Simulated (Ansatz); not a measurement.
`N[SiH2][SnH3]` + NH₃ → `[NH2][SnH3]` + `N[SiH3]` at 700 K and 1 bar (cleavage of the Sn–Si bond).

Computed with Ansatz on PBE0-D4/def2-TZVP structures; ΔE is electronic, products minus reactants. CCSD(T)/CBS is the MP2 limit (def2-TZVPP, def2-QZVPP) plus CCSD(T) − MP2 in def2-TZVPP, frozen cores. This one scheme is used for every species. Elements past krypton have def2 core potentials. For Sn outer-core shells are correlated without core-valence functions, which leaves a few kJ/mol of doubt a bond. Each species was taken in one conformer, which may not be the lowest.

```
        species  CCSD(T)/CBS energy (Eh)  H − E (kJ/mol)  S (J/(mol·K))
`N[SiH2][SnH3]`               -562.02294           244.7          473.0
            NH₃                -56.50880           116.9          226.5
  `[NH2][SnH3]`               -271.71442           171.8          369.2
      `N[SiH3]`               -346.80422           180.7          336.3
```

H − E and S are ideal-gas, rigid-rotor, harmonic terms from PBE0-D4/def2-TZVP, for one conformer and one mirror image of each species. 1 Eh = 2625.50 kJ/mol, R = 8.31446 J/(mol·K).

Problem. By hand: ΔE, ΔH, ΔS and ΔG.

Solution. ΔE = (-271.71442) + (-346.80422) − (-562.02294) − (-56.50880) = 0.01310 Eh = 34.4 kJ/mol. Δ(H − E) = 171.8 + 180.7 − 244.7 − 116.9 = -9.1, so ΔH = 25.3 kJ/mol. ΔS = 369.2 + 336.3 − 473.0 − 226.5 = 6.0 J/(mol·K). ΔG = 25.3 − 700 × (6.0)/1000 = 21.1 kJ/mol.

Problem. By hand: the equilibrium constant, and the temperature at which ΔG would vanish if ΔH and ΔS stayed fixed.

Solution. log₁₀ K = −ΔG/(RT ln 10) = -1.6. ΔG = 0 at ΔH/ΔS = 4217 K, far beyond where these terms or the molecules hold.

The number of gas molecules stays the same, so ΔS is small and ΔH decides. A doubt of 5 kJ/mol in ΔE shifts log₁₀ K by 0.4 here. Other conformers and mirror images would add mixing entropy, several J/(mol·K) or more a flexible species. Modes under 60 cm⁻¹, often nearly free rotors, make the harmonic entropy too high. These are equilibria of isolated gas molecules and say nothing of rates. Largest T1 diagnostic: 0.013 (customary marks: 0.02 for closed shells, 0.045 for open ones).
